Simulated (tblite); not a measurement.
Species: C₅H₇BrO.
Numbering: `[O:1]=[C:2]1[CH2:3][CH2:4][C@H:5]([Br:6])[CH2:7]1` (hydrogens: H8, H9 on C3; H10, H11 on C4; H12 on C5; H13, H14 on C7)

Computed with GFN2-xTB (tblite), gas phase: L-BFGS steps from a force-field or distance-geometry start until the largest atomic force falls under 0.01 eV/Å.

Step 0: E = -609.6959 eV
```
atom  x, y, z in Å  |  force x, y, z in eV/Å
O1      0.6478   -2.4279   -0.4429   -0.526   2.358   0.095
C2      0.3223   -1.2430   -0.3652    0.641  -2.599  -0.435
C3     -1.0405   -0.6721   -0.1986   -0.656  -0.292   0.279
C4     -0.7196    0.3455    0.8988   -0.435  -0.760   0.368
C5      0.3927    1.0878    0.2297    0.125  -0.258  -0.467
Br6    -0.4139    2.0325   -1.2860    0.203   1.320  -0.012
C7      1.2218   -0.0377   -0.3805    0.658   0.133   0.194
H8     -1.2656   -0.0976   -1.1210   -0.495  -0.917   0.433
H9     -1.7919   -1.4127    0.0920    0.036   0.219  -0.331
H10    -1.5797    0.9473    1.1996    0.208  -0.080   0.135
H11    -0.2986   -0.2691    1.7228   -0.401   0.729   0.078
H12     0.9736    1.7498    0.8533   -0.038   0.464  -0.030
H13     1.4179    0.1777   -1.4332    0.617  -0.170   0.121
H14     2.1332   -0.1811    0.2090    0.064  -0.147  -0.427
```

Problem. Estimate the geometry and energy of step 1. (The exact step hangs on the optimiser's Hessian estimate; all steps are aligned on step 0, rigid shifts and turns removed.)

Solution. E = -609.7563 eV, largest force 3.831 eV/Å
```
atom  x, y, z in Å  |  force x, y, z in eV/Å
O1      0.6403   -2.3943   -0.4415    1.034  -3.297  -0.293
C2      0.3314   -1.2802   -0.3714   -1.117   3.663   0.114
C3     -1.0499   -0.6763   -0.1946    0.053  -0.299   0.159
C4     -0.7258    0.3347    0.9041   -0.183  -0.336  -0.168
C5      0.3945    1.0841    0.2231    0.025  -0.212  -0.113
Br6    -0.4110    2.0514   -1.2862    0.211   1.124   0.065
C7      1.2312   -0.0358   -0.3778    0.143  -0.173  -0.125
H8     -1.2727   -0.1107   -1.1148   -0.484  -0.777   0.312
H9     -1.7914   -1.4096    0.0873   -0.278  -0.072  -0.177
H10    -1.5768    0.9462    1.2015    0.128  -0.048   0.138
H11    -0.3043   -0.2587    1.7239   -0.256   0.468   0.323
H12     0.9730    1.7565    0.8529   -0.176   0.257  -0.158
H13     1.4267    0.1753   -1.4315    0.580  -0.162   0.130
H14     2.1341   -0.1832    0.2029    0.319  -0.138  -0.206
```

The energy changes by -0.0604 eV. The first-order estimate −F·Δx gives -0.2902 eV and the mean of the old and new forces, exact on a quadratic surface, -0.0431 eV. The step makes an angle of 0° with the force vector and moves no atom by more than 0.039 Å.

Hardware: Arm Neoverse N1, one thread, shared host.
